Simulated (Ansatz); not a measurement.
A made-up structure of B₂SiH₅F, closed shell:

| atom | x (Å) | y (Å) | z (Å) |
| --- | --- | --- | --- |
| F1 | -0.3948 | 2.1093 | 1.6521 |
| B2 | -0.4577 | 1.6950 | 0.3920 |
| B3 | -0.7671 | 0.1266 | -0.0646 |
| Si4 | 0.6733 | -1.2624 | -0.2860 |
| H5 | -0.2377 | 2.5304 | -0.4555 |
| H6 | -1.8792 | -0.2335 | -0.3320 |
| H7 | 2.0610 | -0.7279 | -0.2648 |
| H8 | -0.2320 | 2.6236 | 2.3850 |
| H9 | 0.5097 | -2.1735 | 0.8861 |

It is relaxed with PBE-D4/def2-SVP and then PBE0-D4/def2-TZVP (Ansatz 0.2.0). Atoms count as bonded within 1.22 times the sum of their covalent radii (H–H: 0.88 Å). The end point is not checked to be a true minimum.

Question: Does its bonding change? (A judgement: the text doesn't fix the answer.)

Answer: By the calculation: Yes. Formed: B2–Si4; broken: F1–B2.

Where it ends: The first stage lowers the energy by 3.61 eV in 45 steps. It ends as a complex of B₂SiH₄ ([BH]1[BH][SiH2]1) + HF:
F1  (-1.700, 2.991, 1.818)
B2  (0.299, 1.197, 0.299)
B3  (-0.727, 0.249, 0.791)
Si4  (0.719, -0.696, -0.245)
H5  (1.149, 1.896, -0.122)
H6  (-1.506, -0.559, 1.152)
H7  (1.981, -0.558, -1.006)
H8  (-1.235, 2.282, 1.420)
H9  (0.297, -2.114, -0.196)
(Å)

Labels in which every atom is bracketed show which atoms are joined, not bond orders.

For scale, one of the runs: PBE0-D4/def2-TZVP relaxation, 160 basis functions, launched by `ansatz run in.yaml --threads 2 --pin off --events-out ev --progress --plain --max-ram 4352MiB`. Hardware: 2 CPU threads of an Arm Neoverse V1, shared host. Wall time about 61 s.
